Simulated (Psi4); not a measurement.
Internal rotation in SMILES CC(C)(C[SiH2][SeH])C, singlet. Scanned: dihedral C2–C5–Si6–Se7; all other coordinates were relaxed at GFN2-xTB. Points at φ and −φ are mirror images.

Geometry of the scan point at -150° (Å):
```
21

C     -1.7418    -1.4300     2.5278
C     -3.1231    -1.0041     2.0314
C     -3.3035     0.5004     2.2295
C     -4.1955    -1.7424     2.8410
C     -3.2903    -1.3725     0.5528
Si    -1.9574    -0.7506    -0.6475
Se    -3.0877    -0.4801    -2.6327
H     -0.9586    -0.8720     2.0197
H     -1.5797    -2.4899     2.3445
H     -1.6504    -1.2508     3.5969
H     -4.2790     0.8192     1.8687
H     -3.2316     0.7540     3.2851
H     -2.5403     1.0588     1.6942
H     -5.1909    -1.4749     2.4927
H     -4.0773    -2.8198     2.7450
H     -4.1231    -1.4849     3.8954
H     -4.2642    -1.0083     0.2104
H     -3.3283    -2.4620     0.4670
H     -0.8899    -1.7269    -0.8727
H     -1.3619     0.5531    -0.3510
H     -1.9379    -0.1412    -3.4106
```

Method: PBE-D3(BJ)/def2-SVP // GFN2-xTB (Psi4).

Scanned values (°): -150, -120, -90, -60, -30, 0, 30, 60, 90, 120, 150, 180.

Locate the minima and the barriers on this grid.

Lower than their neighbours: -60° (0.0 kcal/mol), 60° (0.0 kcal/mol), 180° (0.2 kcal/mol). Higher than their neighbours: -120° (0.9 kcal/mol), 0° (2.3 kcal/mol), 120° (0.9 kcal/mol). The whole profile spans 2.3 kcal/mol.
